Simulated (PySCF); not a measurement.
HSSi, SMILES [SH+]=[Si] (connectivity only; charge and spin as stated), charge +1, multiplicity 1.

The structure is a stationary point at B3LYP-D3(BJ)/def2-TZVP. The isomer is the one that the SMILES or the coordinates give; other isomers of the formula were not compared.

Two levels are set side by side: TDA-PBE/def2-TZVPD (PySCF) and TDA-LC-ωPBE/def2-TZVPD (PySCF). Vertical, same geometry. The lowest singlet is HOMO−1→LUMO 100 % with PBE and HOMO−1→LUMO 98 % with the other functional; states are paired by order. Differences are taken from unrounded values.

```csv
quantity,TDA-LC-ωPBE,TDA-PBE,TDA-PBE minus TDA-LC-ωPBE
lowest singlet excitation (eV),4.00,3.38,-0.63
lowest triplet excitation (TDA) (eV),2.42,2.52,0.11
first bright state (f over 0.05) (eV),5.57,5.19,-0.38
its oscillator strength,0.07,0.06,-0.01
```

Functionals without exact exchange tend to place singlet excitations lower, as here. Differences between two approximate levels are no errors against the true value.

Rough cost on one machine, each run with all the roots and properties that it gave: TDA-LC-ωPBE against TDA-PBE within a factor of 2.
